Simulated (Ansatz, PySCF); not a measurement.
Process, species as SMILES: BC (CH5B) -> [BH]C + H atom (the B-H bond at the site shown breaks; other sites are not compared here)
Each molecule is optimised on its own at B3LYP-D3(BJ)/def2-TZVP (Ansatz, a quantum-chemistry and plane-wave program). Frequencies are from Ansatz.

Wanted: bond dissociation energy (0 K, with B3LYP-D3(BJ) harmonic zero-point energies), in kcal/mol. Cores are frozen in the correlated levels unless marked. Open shells are spin-unrestricted. Spin-orbit coupling is left out. Non-relativistic. CBS marks a two-point X^-3 extrapolation of the correlation energy; Hartree-Fock from the larger set. [CCSD(T)-MP2]/basis is that difference in the basis named.

```
level                                                              program  bond dissociation energy (kcal/mol)
----------------------------------------------------------  --------------  -----------------------------------
HF/def2-TZVPPD                                                      Ansatz                                 79.9
HF/cc-pVQZ                                                          Ansatz                                 80.0
HF-D3(BJ)/def2-TZVPD                                         PySCF + dftd3                                 80.8
PBE0-D4/def2-TZVP                                           Ansatz + dftd4                                 98.2
PBE0/def2-TZVPD                                                     Ansatz                                 98.0
PW6B95/def2-TZVPD                                                    PySCF                                101.3
M06-2X/def2-TZVPD                                                    PySCF                                101.0
wB97M-V/def2-TZVPD                                                  Ansatz                                103.3
RPA@PBE/cc-pVQZ                                                     Ansatz                                100.1
CCSD/STO-3G                                                         Ansatz                                123.5
CCSD/aug-cc-pVTZ                                                    Ansatz                                101.3
CCSD(T)/aug-cc-pVDZ                                                 Ansatz                                 98.3
CCSD(T)/def2-SVPD                                                   Ansatz                                 99.3
RI-MP2/CBS(def2-TZVPP,def2-QZVPP)+[CCSD(T)-MP2]/def2-TZVPP          Ansatz                                103.2
CCSD(T)/CBS(def2-TZVPPD,def2-QZVPPD)                                Ansatz                                102.6
```
